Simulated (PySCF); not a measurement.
Species: C3H8OSi2.
Cartesian coordinates in Å at the PBE0-D3(BJ)/def2-SVP level; atoms count from 1:
```
atom  x, y, z in Å
C1    -2.866   -0.117    1.090
C2    -1.735    0.245    0.259
C3    -0.782    0.548   -0.439
Si4    0.669    0.966   -1.465
O5     2.014    0.184   -0.897
Si6    2.747   -0.399    0.472
H7    -3.184   -1.154    0.896
H8    -2.611   -0.034    2.158
H9    -3.725    0.544    0.895
H10    0.893    2.440   -1.422
H11    0.438    0.533   -2.869
H12    3.798   -1.372    0.060
H13    1.753   -1.082    1.354
H14    3.383    0.718    1.233
```

Level: CAM-B3LYP/def2-SVPD in PySCF, non-relativistic, on one gas-phase PBE0-D3(BJ)/def2-SVP geometry that isn't relaxed in the solvent. The solvent is an IEF-PCM continuum (cavity from Bondi-type radii × 1.2), and excitations are vertical TDDFT with non-equilibrium linear response and a frozen core. The model holds no explicit solvent molecules, cavitation or dispersion.

Gas-phase singlets (H = HOMO, L = LUMO):

```csv
state,E (eV),λ (nm),f,leading configuration
S1,5.706,217,0.000,H→L 69%
S2,6.066,204,0.005,H-1→L 44%
S3,6.187,200,0.001,H-1→L+2 85%
S4,7.186,173,0.000,H-2→L 64%
S5,7.238,171,0.003,H→L+1 68%
```

Problem. Give the list for methanol (ε = 32.61), n² = 1.77.

Solution. 
```tsv
state	E (eV)	λ (nm)	f	leading configuration	change by rank (eV)
S1	5.738	216	0.001	H→L 70%	+0.032
S2	6.092	204	0.007	H-1→L 44%	+0.026
S3	6.223	199	0.001	H-1→L+2 86%	+0.036
S4	7.208	172	0.000	H-2→L 71%	+0.022
S5	7.289	170	0.005	H→L+1 70%	+0.051
```

Problem. The ground-state energy changes by -0.110 eV from gas to methanol. By how much does the total energy of gas-phase S1 change?

Solution. E(S1) = E(S0) + excitation energy, so it changes by -0.110 + 0.032 = -0.078 eV: it is lowered less than the ground state, which is what a blue shift means. This is the vertical state, with the slow part of the continuum still set for S0.

Problem. How do the frontier levels move from gas to methanol?

Solution. 
```csv
orbital,gas (eV),solvent (eV),change (eV)
LUMO+2,1.30,1.30,0.00
LUMO+1,1.06,1.12,+0.06
LUMO,0.56,0.53,-0.03
HOMO,-9.10,-9.14,-0.04
HOMO-1,-9.28,-9.32,-0.04
HOMO-2,-10.02,-10.09,-0.07
HOMO-3,-10.36,-10.43,-0.07
```

The HOMO–LUMO gap goes from 9.66 to 9.67 eV. Rows go by rank; for LUMO+1 and LUMO+2 the atom shares or the degeneracy differ between the runs, so the row needn't follow one orbital.
